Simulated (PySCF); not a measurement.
```xyz
4
charge 0 multiplicity 1, angstrom
Ru    0.0000    0.0000    0.0000
O     0.0006    0.0000    1.6611
O     1.4383    0.0000   -0.8311
O    -1.4389    0.0000   -0.8301
```

These are results of PBE0 in PySCF with Ru def2-SVP with ECP28, O def2-SVP; scalar-relativistic core potentials, no spin–orbit coupling; density-fitted integrals, not measurements.

This geometry of RuO3 is a stationary point at this level.

Task: What is the point group?

Result: D3h.

Task: Is it a minimum?

Result: Yes: all harmonic wavenumbers are real.

Task: What are the dipole moment and the gap between the highest occupied and lowest empty levels?

Result: 0.00 D and 3.83 eV.

Task: What is the atomisation energy, with and without zero-point energy?

Result: 1347 kJ/mol without, 1325 kJ/mol with.

This need not be the most stable arrangement of these atoms.
